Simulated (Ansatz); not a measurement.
CH$_{4}$O$_{2}$SSi, SMILES `O[SiH2]OC=S`, relaxed with RKS PBE-D4/def2-SVP in Ansatz 0.2.0 from a rough embedded geometry. The force threshold is 0.03 eV/Å; the program also tests the step.

Total charge 0; spin multiplicity 1.

Start:

```xyz
9

O    -0.612   -0.316    1.688
Si   -0.991    0.055    0.158
O     0.279   -0.312   -0.879
C     1.372    0.265   -0.839
S     2.580   -0.182   -1.959
H    -0.651   -1.303    1.935
H    -2.221   -0.739   -0.196
H    -1.306    1.476    0.093
H     1.549    1.056   -0.001
```

| step | energy (eV) | largest force (eV/Å) | largest move (Å) |
| --- | --- | --- | --- |
| 1 | -23885.8993 | 6.844 | 0.000 |
| 2 | -23886.4353 | 2.546 | 0.098 |
| 3 (rejected) | -23886.3698 | 1.929 | 0.172 |
| 4 | -23886.5576 | 0.283 | 0.086 |
| 5 | -23886.5675 | 0.233 | 0.100 |
| 6 | -23886.5730 | 0.094 | 0.118 |
| 7 | -23886.5768 | 0.049 | 0.117 |
| 8 (rejected) | -23886.5728 | 0.395 | 0.196 |
| 9 | -23886.5789 | 0.013 | 0.090 |
| 10 | -23886.5797 | 0.079 | 0.098 |
| 11 (rejected) | -23886.5791 | 0.125 | 0.017 |
| 12 | -23886.5801 | 0.038 | 0.008 |
| 13 | -23886.5802 | 0.007 | 0.015 |

End:

```xyz
9

O    -0.736   -0.440    1.833
Si   -1.014    0.027    0.259
O     0.291   -0.427   -0.764
C     1.409    0.295   -0.961
S     2.695   -0.219   -1.815
H    -0.740   -1.397    2.011
H    -2.183   -0.664   -0.364
H    -1.101    1.518    0.287
H     1.379    1.306   -0.487
```

Hardware: 4 threads of a server CPU on a shared host. Wall time 12 s, peak host memory 0.16 GiB.
